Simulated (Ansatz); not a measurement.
C3H5ClSi, SMILES `C=C=C([SiH3])Cl`, relaxed with RKS PBE0-D4/def2-TZVP in Ansatz from a PBE-D4/def2-SVP geometry. The force threshold is 0.005 eV/Å; the program also tests the step.

Charge 0, multiplicity 1.

Start:

```xyz
10

C     2.148    0.079   -0.729
C     0.863   -0.189   -0.618
C    -0.423   -0.427   -0.452
Si   -1.466    0.274    0.957
Cl   -1.313   -1.479   -1.568
H     2.910   -0.555   -0.244
H     2.508    0.944   -1.315
H    -2.623    1.043    0.385
H    -0.603    1.170    1.798
H    -2.001   -0.860    1.786
```

```json
{"step": "1", "energy (eV)": "-23581.3918", "largest force (eV/Å)": "0.642", "largest move (Å)": "0.000"}
{"step": "2", "energy (eV)": "-23581.4446", "largest force (eV/Å)": "0.229", "largest move (Å)": "0.043"}
{"step": "3 (rejected)", "energy (eV)": "-23581.3490", "largest force (eV/Å)": "1.215", "largest move (Å)": "0.195"}
{"step": "4", "energy (eV)": "-23581.4471", "largest force (eV/Å)": "0.100", "largest move (Å)": "0.033"}
{"step": "5 (rejected)", "energy (eV)": "-23581.4370", "largest force (eV/Å)": "0.344", "largest move (Å)": "0.099"}
{"step": "6", "energy (eV)": "-23581.4485", "largest force (eV/Å)": "0.189", "largest move (Å)": "0.049"}
{"step": "7", "energy (eV)": "-23581.4508", "largest force (eV/Å)": "0.023", "largest move (Å)": "0.026"}
{"step": "8", "energy (eV)": "-23581.4509", "largest force (eV/Å)": "0.011", "largest move (Å)": "0.005"}
{"step": "9", "energy (eV)": "-23581.4509", "largest force (eV/Å)": "0.002", "largest move (Å)": "0.003"}
```

End:

```xyz
10

C     2.108    0.087   -0.717
C     0.845   -0.194   -0.604
C    -0.422   -0.441   -0.444
Si   -1.443    0.270    0.947
Cl   -1.270   -1.488   -1.559
H     2.864   -0.528   -0.239
H     2.444    0.940   -1.298
H    -2.559    1.067    0.378
H    -0.564    1.127    1.779
H    -2.004   -0.840    1.758
```

It took 25 s on 4 threads of an Arm Neoverse V2 on a shared host, with 0.51 GiB of host memory at the peak.
